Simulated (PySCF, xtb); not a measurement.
Ga(Me)2(NH2) (C₂H₈GaN), SMILES [CH3][Ga]([CH3])[NH2].

GFN2-xTB (xtb 6.7.1) at its own geometry gives an orbital gap of 4.33 eV and a dipole moment of 0.25 D.

Geometry optimised at B3LYP-D3(BJ)/def2-SVP. The isomer is the one that the SMILES or the coordinates give; other isomers of the formula were not compared. The values are those of a single conformer.

### Question
What does CAM-B3LYP/def2-TZVP (PySCF) give? (Estimate from the structure and the level; the computed values follow.)

### Answer
gap 9.52 eV (levels -8.44 and 1.08 eV), dipole 0.34 D.
